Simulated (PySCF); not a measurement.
A side-by-side comparison of computed properties.

First species: 2-propanamine, C3H9N.
Bonds: C1–C2, C2–C3, C2–N4. Hydrogens: H5, H6, H7 on C1; H8 on C2; H9, H10, H11 on C3; H12, H13 on N4.

Second species: C5H14BPSi.
Numbering: `[BH2:1][PH:2][SiH2:3][CH:4]1[CH2:5][CH2:6][CH2:7][CH2:8]1` (hydrogens: H9, H10 on B1; H11 on P2; H12, H13 on Si3; H14 on C4; H15, H16 on C5; H17, H18 on C6; H19, H20 on C7; H21, H22 on C8)

Levels: CAM-B3LYP/def2-SVPD for HOMO energy, LUMO energy, HOMO–LUMO gap and static isotropic polarisability; TDDFT CAM-B3LYP/def2-SVPD for lowest singlet excitation; TDA CAM-B3LYP/def2-SVPD for lowest triplet excitation (Tamm–Dancoff); ΔSCF CAM-B3LYP/def2-SVPD for vertical ionisation energy. Geometries: PBE0-D3(BJ)/def2-SVP. Each species is one conformer at its optimised geometry, gas phase, non-relativistic unless stated; the electronic structure was computed with PySCF and density fitting.

The conformers computed, where there is a choice (atom-mapped SMILES and torsion angles):
- `[CH3:1][CH:2]([CH3:3])[NH2:4]`: H–N4–C2–C1 178°, H–N4–C2–C1 61°

The conformers of `BP[SiH2]C1CCCC1` aren't listed.

Values for the first species:

| Property | Result |
| --- | --- |
| HOMO energy | -8.37 eV |
| LUMO energy | 1.36 eV |
| HOMO–LUMO gap | 9.73 eV |
| Lowest singlet excitation | 6.39 eV |
| Lowest triplet excitation (Tamm–Dancoff) | 6.08 eV |
| Static isotropic polarisability | 49.1 au |
| Vertical ionisation energy | 9.43 eV |

**Question.** Estimate the same properties for the second species, and the change in each.

**Answer.** 
| property | first | second | second less first |
| --- | --- | --- | --- |
| HOMO energy | -8.37 eV | -8.40 eV | -0.03 eV |
| LUMO energy | 1.36 eV | -0.55 eV | -1.91 eV |
| HOMO–LUMO gap | 9.73 eV | 7.85 eV | -1.88 eV |
| lowest singlet excitation | 6.39 eV | 4.80 eV | -1.59 eV |
| lowest triplet excitation (Tamm–Dancoff) | 6.08 eV | 3.50 eV | -2.58 eV |
| static isotropic polarisability | 49.1 au | 126.2 au | +77.1 au |
| vertical ionisation energy | 9.43 eV | 9.07 eV | -0.36 eV |

On the first: The ΔSCF ionisation energy exceeds −ε(HOMO) by 1.06 eV with CAM-B3LYP. The principal polarisabilities are 45.3, 50.6 and 51.2 au; their mean is the isotropic value.

On the second: The vertical singlet–triplet gap S1 − T1 is 1.30 eV (TDDFT singlet less Tamm–Dancoff triplet; S1: HOMO→LUMO, weight 0.90; T1: HOMO→LUMO, weight 0.95). The principal polarisabilities are 105.9, 126.4 and 146.3 au; their mean is the isotropic value.
